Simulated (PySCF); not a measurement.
**Yb⁺: ionisation energy**

Yb⁺ [Xe] 4f14 6s1 [6s1/2^1, M_J = 1/2] → Yb²⁺ [Xe] 4f14, as a difference of total energies. Computed with PySCF 2.14 in x2c-TZVPall-2c, with the two-component X2C-1e Hamiltonian. Correlated levels: [Ar] 3d10 frozen; the 18 highest virtual spinors dropped. "Screened" scales the spin-orbit matrix elements by Boettger's factors to mimic the two-electron term; Breit and QED terms are absent.

```
                    method  ionisation energy (eV)
           GHF (spin-free)                  11.261
          GMP2 (spin-free)                  12.144
 GHF (screened spin-orbit)                  11.267
GMP2 (screened spin-orbit)                  12.148
```

Task: How much does correlation contribute at GMP2 (screened spin-orbit)?

Result: 12.148 − (11.267) = 0.881 eV, measured against GHF (screened spin-orbit).

For comparison: 12.179 eV (measured; NIST Atomic Spectra Database, ionization energies).
